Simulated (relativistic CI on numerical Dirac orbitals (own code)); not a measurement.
## Radial parameters of S⁴⁺

Calculated at this level of theory: Dirac-Coulomb-Breit CI, separate exchange-only KLI orbitals for each configuration, QED by a radiative potential, valence Slater integrals scaled by 0.85, P86 correlation energy added to each configuration (own radial code, finite nucleus).

Slater integrals F^k, G^k are unscaled and averaged over j, outside the closed core [Ne]; ζ comes from projecting the Hamiltonian with its Breit term on Σ l·s of the shell.

- 3s 3p: G^1(3s,3p) = 86869, ζ(3p) = 728.44 cm⁻¹; <r>(3s) = 1.471, <r^2>(3s) = 2.465, <r>(3p) = 1.583, <r^2>(3p) = 2.883 (bohr units).
- 3p2: F^2(3p,3p) = 63962, ζ(3p) = 728.59 cm⁻¹; <r>(3p) = 1.587, <r^2>(3p) = 2.9 (bohr units).
- 3s 3d: G^2(3s,3d) = 57385, ζ(3d) = 2.2463 cm⁻¹; <r>(3s) = 1.468, <r^2>(3s) = 2.458, <r>(3d) = 1.771, <r^2>(3d) = 3.671 (bohr units).

Averages of the first 10 configurations, taken without configuration mixing, which lowers the lowest level and can move excited configurations by several eV; other configurations of the list can lie among them:

```csv
Configuration,Parity,States,Average energy above the lowest level (eV)
3s2,even,1,1.0
3s 3p,odd,12,11.9
3p2,even,15,25.8
3s 3d,even,20,29.8
3d2,even,45,59.8
3p 3d,odd,60,42.4
3p 4s,odd,12,52.3
3s 4s,even,4,39.0
3s 4p,odd,12,43.5
3s 4d,even,20,49.3
```
